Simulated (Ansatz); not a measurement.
Geometry optimisation, RKS PBE-D4/def2-SVP in Ansatz 0.2.0.

input.yaml

```yaml
crystal:
  periodic: [false, false, false]
  atoms:
    - { symbol: C, position_ang: [-1.217, 0.8346, 0.2513] }
    - { symbol: Si, position_ang: [-0.2252, -0.5041, -0.4581] }
    - { symbol: Al, position_ang: [1.6036, 0.4151, -1.601] }
    - { symbol: Sb, position_ang: [0.6639, -1.9482, 1.4249] }
    - { symbol: H, position_ang: [-2.1344, 0.4416, 0.7568] }
    - { symbol: H, position_ang: [-0.6579, 1.4966, 0.9452] }
    - { symbol: H, position_ang: [-1.5948, 1.5297, -0.5835] }
    - { symbol: H, position_ang: [-0.9877, -1.2854, -1.3977] }
    - { symbol: H, position_ang: [1.4157, 1.4102, -2.7859] }
    - { symbol: H, position_ang: [3.1177, 0.0589, -1.0785] }
    - { symbol: H, position_ang: [1.0816, -0.5481, 2.3756] }
    - { symbol: H, position_ang: [-0.9885, -1.9562, 2.1848] }
basis:
  gaussian: { orbitals: def2-SVP }
hamiltonian:
  xc: pbe
  dispersion: d4
relax:
  f_tol: 0.015
  max_steps: 40
```

Command:

```bash
$ ansatz run input.yaml --threads 2 --pin off --max-ram 3072MiB --backend cpu --events-out ev --progress --plain --runs-dir out
```

Q: Where does it end, and by what steps?

A: It converged. The force dipped under the threshold on the way, but the program's further checks kept it going. After 22 steps the energy has fallen by 0.423 eV; H9 moved furthest, 1.63 Å.

```csv
step,energy less start (eV),largest force component (eV/Å),accepted
0,0.0000,2.124,yes
1,-0.2628,0.983,yes
2,-0.2790,1.224,yes
3,-0.3740,0.188,yes
4,-0.3881,0.043,yes
5,-0.3951,0.029,yes
6,-0.3993,0.160,yes
7,-0.4025,0.116,yes
8,-0.4096,0.058,yes
9,-0.4115,0.146,yes
10,-0.4136,0.144,yes
11,-0.4152,0.097,yes
12,-0.4160,0.179,yes
13,-0.4189,0.067,yes
14,-0.4205,0.011,yes
15,-0.4211,0.113,yes
16,-0.4220,0.038,yes
17,-0.4225,0.006,yes
18,-0.4229,0.034,yes
19,-0.4227,0.069,no
20,-0.4232,0.019,yes
21,-0.4232,0.014,yes
22,-0.4233,0.014,yes
```

```xyz
12
Properties=species:S:1:pos:R:3
C -1.506 0.806 0.103
Si -0.227 -0.488 -0.465
Al 1.781 0.406 -1.540
Sb 0.671 -1.873 1.589
H -2.329 0.323 0.666
H -1.025 1.556 0.762
H -1.940 1.337 -0.769
H -0.907 -1.532 -1.322
H 2.140 1.970 -1.442
H 2.819 -0.587 -2.259
H 1.397 -0.441 2.260
H -0.798 -1.532 2.452
```

Whether the end is a true minimum wasn't checked by a vibrational analysis.

Run time: 66 s on 2 threads of Arm Neoverse V1, with other jobs on the host, peak memory 0.16 GiB.
